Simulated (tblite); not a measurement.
C₈H₁₄OSi.
Numbering: `[CH2:1]=[CH:2][C@@:3]([CH:4]=[O:5])([CH2:6][SiH3:7])[C:8](=[CH2:9])[CH3:10]` (hydrogens: H11, H12 on C1; H13 on C2; H14 on C4; H15, H16 on C6; H17, H18, H19 on Si7; H20, H21 on C9; H22, H23, H24 on C10)

Computed geometry: GFN2-xTB, gas phase.

(1) What internal coordinates does the optimisation give?

Answers

(1) 
```csv
bond,length (Å),order
C1=C2,1.319,double
C2–C3,1.508,single
C3–C4,1.514,single
C4=O5,1.198,double
C3–C6,1.539,single
C6–Si7,1.907,single
C3–C8,1.524,single
C8=C9,1.322,double
C8–C10,1.501,single
C1–H11,1.079,single
C1–H12,1.077,single
C2–H13,1.082,single
C4–H14,1.109,single
C6–H15,1.092,single
C6–H16,1.091,single
"Si7–H17, Si7–H18, Si7–H19",1.462,single
C9–H20,1.075,single
C9–H21,1.077,single
"C10–H22, C10–H23, C10–H24",1.089,single
```

Bonds in one row agree within 0.01 Å and their mean is given. Orders are formal, as drawn. A selection of angles:
```csv
angle,degrees
C2–C1–H11,121.9
C2–C1–H12,121.8
H11–C1–H12,116.3
C1–C2–C3,123.9
C1–C2–H13,121.2
C3–C2–H13,114.9
C2–C3–C4,110.9
C2–C3–C6,109.4
C2–C3–C8,110.3
C4–C3–C6,106.0
C4–C3–C8,106.5
C6–C3–C8,113.6
C3–C4–O5,126.6
C3–C4–H14,112.2
O5–C4–H14,121.1
C3–C6–Si7,114.4
C3–C6–H15,108.9
C3–C6–H16,107.9
Si7–C6–H15,109.4
Si7–C6–H16,108.9
H15–C6–H16,107.1
C6–Si7–H17,110.3
C6–Si7–H19,106.4
H17–Si7–H18,110.9
H17–Si7–H19,109.3
C3–C8–C9,124.5
C3–C8–C10,113.8
C9–C8–C10,121.7
C8–C9–H20,123.7
C8–C9–H21,120.7
H20–C9–H21,115.6
C8–C10–H22,110.4
C8–C10–H24,110.9
H22–C10–H23,107.5
H22–C10–H24,108.9
```

Torsions: C1–C2–C3–C4 169° (antiperiplanar); C2–C3–C4–O5 3° (synperiplanar); C2–C3–C6–Si7 -56° (synclinal); C2–C3–C8–C9 -120° (anticlinal).

Si7 (SiH3 silicon) is tetrahedral (angles from 106.4° to 110.9°). Of the pairs four or more bonds apart, O5···H13 is among the closest relative to their van der Waals radii: 2.37 Å, 87 % of the sum of Bondi's values. The 7 C–C bonds span 1.319 Å (C1=C2, drawn double) to 1.539 Å (C3–C6, drawn single), a spread of 0.220 Å.

Point group: C1 (no symmetry element, even within 0.4 Å). Its GFN2-xTB frequencies are all real (lowest 34 cm⁻¹). One conformer, not necessarily the lowest. 3 starts were optimised and ended at 0.00, 0.46 and 1.27 kcal/mol (GFN2-xTB); the lowest of these is shown.

Time: 1.6 s. Hardware: Arm Neoverse N1, one thread, shared host with 64 logical CPUs at a one-minute load of 61. These figures are those of the optimisation.
